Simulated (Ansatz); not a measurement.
`NC(=[Se])N[SiH3]` + H₂ → `NC=[Se]` + `N[SiH3]` at 500 K and 1 bar (hydrogenolysis of a C–N bond).

Isolated molecules relaxed with PBE0-D4/def2-TZVP in Ansatz; ΔE leaves out vibrations. CBS: MP2 limit from def2 TZ/QZ plus the TZ coupled-cluster correction, frozen cores. This one scheme is used for every species. For Se outer-core shells are correlated without core-valence functions, which leaves a few kJ/mol of doubt a bond. Scalar relativity is left out up to krypton. One conformer a species, not always the lowest.

| species | CCSD(T)/CBS energy (Eh) | H − E (kJ/mol) | S (J/(mol·K)) |
| --- | --- | --- | --- |
| `NC(=[Se])N[SiH3]` | -2840.87611 | 247.9 | 423.9 |
| H₂ | -1.17544 | 41.0 | 145.5 |
| `NC=[Se]` | -2495.24969 | 140.0 | 311.2 |
| `N[SiH3]` | -346.80422 | 161.3 | 303.9 |

H − E and S are ideal-gas, rigid-rotor, harmonic terms from PBE0-D4/def2-TZVP, for one conformer and one mirror image of each species. For small species the MP2-based limit differs from directly extrapolated CCSD(T) by up to some mEh (0.8 for H₂); such offsets cancel only in part. 1 Eh = 2625.50 kJ/mol, R = 8.31446 J/(mol·K).

Task: By hand: ΔE, ΔH, ΔS and ΔG.

Result: ΔE = (-2495.24969) + (-346.80422) − (-2840.87611) − (-1.17544) = -0.00236 Eh = -6.2 kJ/mol. Δ(H − E) = 140.0 + 161.3 − 247.9 − 41.0 = 12.4, so ΔH = 6.2 kJ/mol. ΔS = 311.2 + 303.9 − 423.9 − 145.5 = 45.7 J/(mol·K). ΔG = 6.2 − 500 × (45.7)/1000 = -16.7 kJ/mol.

Task: By hand: the equilibrium constant, and the temperature at which ΔG would vanish if ΔH and ΔS stayed fixed.

Result: log₁₀ K = −ΔG/(RT ln 10) = 1.7. ΔG = 0 at ΔH/ΔS = 136 K, though so small a ΔH makes that figure unsure.

TΔS isn't small against ΔH here. A doubt of 5 kJ/mol in ΔE shifts log₁₀ K by 0.5 here. Other conformers and mirror images would add mixing entropy, several J/(mol·K) or more a flexible species. These are equilibria of isolated gas molecules and say nothing of rates. Largest T1 diagnostic: 0.017 (customary marks: 0.02 for closed shells, 0.045 for open ones).
